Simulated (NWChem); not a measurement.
Si$_{2}$H$_{4}$, singlet; SMILES [SiH][SiH3]

Results from NWChem. Pople sets run with spherical d functions. Low-valent species are run as closed-shell singlets; no triplet was tried in these runs. All runs use the structure optimised with PBE0/def2-SVP. Ions are spin-unrestricted doublets at the neutral geometry. Hybrids' shares of exact exchange are those that their runs print; pure functionals count as 0. The functionals differ in more than this share.

```
row                share of exact exchange  ΔSCF ionisation energy minus −ε(HOMO) (eV)
-----------------  -----------------------  ------------------------------------------
PBE/6-31+G*                           0.00                                        2.99
B3LYP/6-31+G*                         0.20                                    withheld
BHandHLYP/6-31+G*                     0.50                                        1.18
M06-2X/6-31+G*                        0.54                                        1.21
```

Question: Fit a straight line of the last column on the one before it, predict the withheld value, and compare with the run.

Answer: 
1. Means of the 3 shown rows: x = 0.347, y = 1.793. Slope Σ(x − x̄)(y − ȳ)/Σ(x − x̄)² = -0.6217/0.1811 = -3.433; intercept 2.983.
2. The shown rows scatter about the line by 0.068 (root mean square); the largest residual is -0.09, at BHandHLYP/6-31+G*.
3. At x = 0.20 (B3LYP/6-31+G*; inside the shown range) the line gives 2.30.
4. The run gives 2.32, +0.02 from the line, 0.3 times the scatter. The line crosses zero at a share of 0.87, outside the shown range.
